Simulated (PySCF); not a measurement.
C₃H₁₂Si₂.
Cartesian coordinates in Å at the PBE0-D3(BJ)/def2-SVP level; atoms count from 1:
```
atom  x, y, z in Å
C1    -2.087   -1.073   -0.519
C2    -0.855   -0.378    0.058
C3    -1.058    1.131    0.184
Si4    0.699   -0.792   -0.959
Si5    2.612    0.232   -0.067
H6    -1.958   -2.164   -0.580
H7    -2.978   -0.877    0.102
H8    -2.312   -0.708   -1.535
H9    -0.662   -0.791    1.066
H10   -0.204    1.629    0.669
H11   -1.956    1.359    0.782
H12   -1.197    1.601   -0.804
H13    0.514   -0.329   -2.374
H14    0.908   -2.276   -0.990
H15    2.502    1.723   -0.138
H16    2.783   -0.151    1.371
H17    3.840   -0.183   -0.814
```

The calculation used core-valence-separated Tamm–Dancoff BHandHLYP/aug-pcX-1 (pcseg-1 on H, def2-SVPD on Si) in PySCF, non-relativistic, gas phase, PBE0-D3(BJ)/def2-SVP geometry. No empirical shift is added; at this level the pattern usually sits a few eV under experiment.

Question: Give energies, oscillator strengths and core holes at the C K edge.

Answer: 
| E (eV) | f | core hole on | main final orbital |
| --- | --- | --- | --- |
| 285.40 | 0.0107 | C1 | LUMO (67 %) |
| 285.43 | 0.0240 | C2 + C3 | LUMO (2 roots, f summed) |
| 285.84 | 0.0310 | C2 | LUMO+3 (33 %) |
| 286.10 | 0.0288 | C3 | LUMO+2 (32 %) |
| 286.16 | 0.0300 | C1 | spread |
| 286.21 | 0.0586 | C1/C3 | spread (2 roots, f summed) |
| 286.49 | 0.0053 | C1 | spread |
| 286.54 | 0.0020 | C2 | LUMO+1 (34 %) |
| 286.55 | 0.0030 | C3 | LUMO+1 (36 %) |
| 286.63 | 0.0036 | C2 | LUMO+1 (45 %) |
| 286.90 | 0.0002 | C2 | LUMO+4 (48 %) |
| 287.01 | 0.0019 | C3 | LUMO+5 (35 %) |
| 287.06 | 0.0014 | C1 | LUMO+1 (33 %) |

The first line with a tenth or more of the strongest one's intensity is at 285.40 eV (f = 0.011), with the hole on C1 (methyl carbon). The strongest listed is at 286.21 eV (f = 0.059, sum of 2; C1/C3).

Roots within 0.03 eV whose holes lie on the same, on equivalent or on shared atoms are summed into one line, and the highest roots are left out, as the search may have cut off their partners. Final orbitals are the ground state's empty Kohn–Sham orbitals.

Question: What is the summed oscillator strength of the listed C K lines, and their intensity-weighted mean energy?

Answer: Σf = 0.200 over 13 lines from 285.40 to 287.06 eV; the weighted mean is 286.03 eV. The strongest line holds 29 % of the sum.

The list ends where the root search ended, not at a threshold.

One conformer stands for the species.
